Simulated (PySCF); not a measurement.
Shifts of the heteroatoms

Atoms are numbered as in `[CH3:1][Si:2]([NH2:3])([SiH3:4])[SiH3:5]`; H(Xn) means a hydrogen on atom n.

Theoretical values (PySCF 2.14): GFN2-xTB geometry, σ from GIAO-PBE0/pcSseg-1. Isolated molecule, relativity neglected, one conformer, averaged over atoms made equivalent by symmetry, fast rotation or ring inversion.

Task: Where does $^{29}$Si resonate?

Result: 
| atoms | environment | σ (ppm) | δ (ppm) |
| --- | --- | --- | --- |
| Si2 | silicon bonded to C, N, 2 Si | 368.2 | -22.7 |
| Si4/Si5 | silicon bonded to Si, 3 H | 466.4 | -103.4 |

Shieldings were converted by a linear fit to measured shifts: $^{29}$Si (scatter 8.9 ppm rms, 25.8 ppm with the 6 outliers that the fit left out vs TMS, solution or neat liquid). A few per cent of atoms miss by over 2 rms, more outside the fitted compound classes.

On a 300 MHz spectrometer $^{29}$Si resonates near 59.6 MHz, so 1 ppm is 59.6 Hz.

Task: Where does $^{15}$N resonate?

Result: 
```
atoms                 environment  σ (ppm)  δ (ppm)
   N3  nitrogen bonded to Si, 2 H    256.5   -384.4
```

Shieldings were converted by a linear fit to measured shifts: $^{15}$N: δ = -148.07 − 0.921σ (rms 6.3 ppm, 71 shifts vs CH3NO2, solution or neat liquid). Occasional misses reach two or three times the rms, and more in compound classes unlike the fitted ones.

On a 500 MHz spectrometer $^{15}$N resonates near 50.7 MHz, so 1 ppm is 50.7 Hz.
